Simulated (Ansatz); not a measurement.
## Two structures, one formula

Two relaxed structures of CH3ClGa (charge +1), singlet (PBE0-D4/def2-TZVP; forces vanish, vibrations not checked).

A:

```
6
angstrom
Cl -1.4652 -1.0169 0.5180
C 0.2557 -1.2905 -0.0253
Ga 0.4758 0.5227 0.5378
H 0.2761 -1.5024 -1.0912
H 0.7117 -2.0730 0.5758
H 0.4692 1.9629 1.0326
```

B:

```
6
angstrom
Cl -0.0763 0.8108 0.0706
C -0.1183 -0.7938 0.0038
Ga -1.8269 -1.9847 0.5882
H 0.8124 -1.2230 -0.3699
H 0.2543 1.5699 -1.0360
H 0.9277 1.4780 0.7465
```

Program: Ansatz 0.2.0. Basis: def2-TZVPP. Cores are frozen in the correlated methods. Filled d shells of the heavier atoms are correlated. The def2 sets are not built for correlating such inner shells, so the correlated values are less sure here. B3LYP uses VWN-RPA correlation.

**Question.** Which structure is lower at CCSD(T), and by how much? (Judge from chemistry; the value comes from the calculation.)

**Answer.** Computed: A, by 5.874 eV (electronic energy, against the other). By their contacts, A is CH₃ClGa ([CH2]1[Cl][GaH]1), total charge +1 and B is CH₃ClGa ([ClH2][CH][Ga]), total charge +1.

All methods give the same order:

```json
{"method": "PBE-D4", "E(B) − E(A) (eV)": "5.104"}
{"method": "r2SCAN-D4", "E(B) − E(A) (eV)": "5.516"}
{"method": "PBE0-D4", "E(B) − E(A) (eV)": "5.554"}
{"method": "B3LYP-D4", "E(B) − E(A) (eV)": "5.385"}
{"method": "wB97M-V", "E(B) − E(A) (eV)": "5.799"}
{"method": "HF", "E(B) − E(A) (eV)": "6.615"}
{"method": "MP2", "E(B) − E(A) (eV)": "5.984"}
{"method": "CCSD", "E(B) − E(A) (eV)": "6.020"}
{"method": "CCSD(T)", "E(B) − E(A) (eV)": "5.874"}
```

No T1 diagnostic of these runs exceeds 0.018.

Labels in which every atom is bracketed show which atoms are joined, not bond orders.

For scale, one of the runs: CCSD(T)/def2-TZVPP, 163 basis functions, launched by `ansatz run in.yaml --threads 2 --pin off --events-out ev --progress --plain --max-ram 4352MiB`. Hardware: 2 CPU threads of an Arm Neoverse V1, shared host. Wall time 36 s; peak host memory 1.2 GiB.
